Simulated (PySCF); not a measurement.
A species of formula C4H7IO has this rotational fingerprint, computed with PBE0-D3(BJ)/def2-SVP geometry optimisation, gas phase, def2 core potentials past Kr (PySCF):

```
Rotational constants : A = 4208, B = 754.9, C = 678.5 MHz
Dipole components    : |μa| = 0.02 D, |μb| = 1.42 D, |μc| = 0.38 D
Inertial defect      : -44.69 u·Å²
κ                    : -0.96
```

Question: Which structure is it? (One computed conformer of each.)
A. `[OH:1][CH2:2]/[CH:3]=[CH:4]\[CH2:5][I:6]` with H–O1–C2–C3 -62°, O1–C2–C3–C4 124°, C3–C4–C5–I6 -100°
B. `[CH3:1][C@H:2]([I:3])[CH2:4][CH:5]=[O:6]` with C1–C2–C4–C5 -69°, C2–C4–C5–O6 -2°
C. `[CH3:1][O:2]/[CH:3]=[CH:4]/[CH2:5][I:6]` with C1–O2–C3–C4 1°, C3–C4–C5–I6 107°

Answer: A. It is OC/C=C\CI, a near-prolate asymmetric top, point group C1. The candidates at the same level (rigid rotor, commonest isotopes):

| SMILES | A (MHz) | B (MHz) | C (MHz) | μa (D) | μb (D) | μc (D) | Δ (u·Å²) | point group | rotor |
| --- | --- | --- | --- | --- | --- | --- | --- | --- | --- |
| CO/C=C/CI | 7076 | 585.0 | 569.3 | 2.53 | 0.24 | 1.07 | -47.53 | C1 | near-prolate asymmetric top |
| OC/C=C\CI | 4208 | 754.9 | 678.5 | 0.02 | 1.42 | 0.38 | -44.69 | C1 | near-prolate asymmetric top |
| C[C@H](I)CC=O | 5729 | 794.1 | 730.9 | 0.51 | 0.93 | 1.29 | -33.18 | C1 | near-prolate asymmetric top |

`CO/C=C/CI` has A 68 % too high; `C[C@H](I)CC=O` has A 36 % too high. No structure here is proved a minimum.
